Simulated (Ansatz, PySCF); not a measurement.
Torsion H4–O1–Se2–O3 in H2O2Se (SMILES O[Se]O); at each angle all else is relaxed with GFN2-xTB, and the levels are single points there.
Geometry at 90° (charge 0, multiplicity 1):
```xyz
5

O      1.16368     0.48186    -0.33301
Se    -0.18210    -0.68014    -0.54488
O     -0.40837    -1.16126     1.16244
H      2.01556     0.04052    -0.39983
H     -0.93159    -0.50556     1.63348
```

On the grid 0° to 330°, 180° is the highest and 90° the lowest point at CCSD(T)/CBS(cc-pVTZ, cc-pVQZ).

Correlated levels freeze the cores. Filled d and f shells under p-block atoms count as core. CBS(a, b) extrapolates the correlation energy as X⁻³ and adds the Hartree–Fock energy of set b.

Codes used: Ansatz (a first-principles code); PySCF for the dispersion terms. Values without a source in brackets are computed.

The comparison value is 7.80 kcal/mol (CCSD(T)/CBS(cc-pVTZ, cc-pVQZ)). It is a level with limits of its own, not the exact answer.

Order these levels by how close they come to the comparison value for the energy at 180° less that at 90°, closest first: PBE-D3(BJ)/def2-TZVPP, BLYP-D3(BJ)/def2-TZVPP, r2SCAN/def2-TZVPP. Give each level's value less the comparison value.

r2SCAN/def2-TZVPP (0.34 kcal/mol), BLYP-D3(BJ)/def2-TZVPP (0.56 kcal/mol), PBE-D3(BJ)/def2-TZVPP (0.71 kcal/mol)
